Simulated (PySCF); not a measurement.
## SrO2: from structure and modes to constants

Level of theory: UB3LYP/[Sr def2-TZVP with ECP28, O def2-TZVP], scalar-relativistic core potentials, density fitting, no spin–orbit coupling, PySCF.

The triplet minimum has C2v symmetry. Masses (u): Sr 87.90561, O 15.99492.

```xyz
3
charge 0 multiplicity 3, angstrom
Sr    0.0000    0.0000   -0.2795
O     2.0193    0.0000    0.6858
O    -2.0193    0.0000    0.6858
```

Harmonic wavenumbers (cm⁻¹): 78.1 (a1, ×1), 388.7 (b2, ×1), 416.2 (a1, ×1).

Task: What is the harmonic zero-point energy?

Result: Half the sum of all 3 wavenumbers, 883/2 = 442 cm⁻¹, which is 5.3 kJ/mol (1 cm⁻¹ = 0.0119627 kJ/mol).

Task: Find the vibrational entropy and heat capacity at 298.15 K.

Result: With u = 1.43878 ω/T, each mode gives S = R[u/(eᵘ−1) − ln(1−e⁻ᵘ)] and C = R u² eᵘ/(eᵘ−1)².
```json
{"ω (cm⁻¹)": "78.1", "u": "0.377", "S (J/(mol K))": "16.47", "C (J/(mol K))": "8.22"}
{"ω (cm⁻¹)": "388.7", "u": "1.876", "S (J/(mol K))": "4.21", "C (J/(mol K))": "6.25"}
{"ω (cm⁻¹)": "416.2", "u": "2.009", "S (J/(mol K))": "3.79", "C (J/(mol K))": "6.00"}
```
The sums over all modes are S = 24.5 and C = 20.5 J/(mol K); the softest mode gives 67 % of the entropy.

Task: Give the standard entropy (298.15 K, 1 bar) by its translational, rotational, vibrational and spin parts, and Cp.

Result: Sackur–Tetrode with M = 119.90 u gives 168.6; rotation with symmetry number 2 gives 96.7; vibration 24.5; spin R ln 3 = 9.1. The total is 298.9 J/(mol K), and Cp = 4 R + 20.5 = 53.7 J/(mol K).

Other isomers or separated fragments may lie lower.
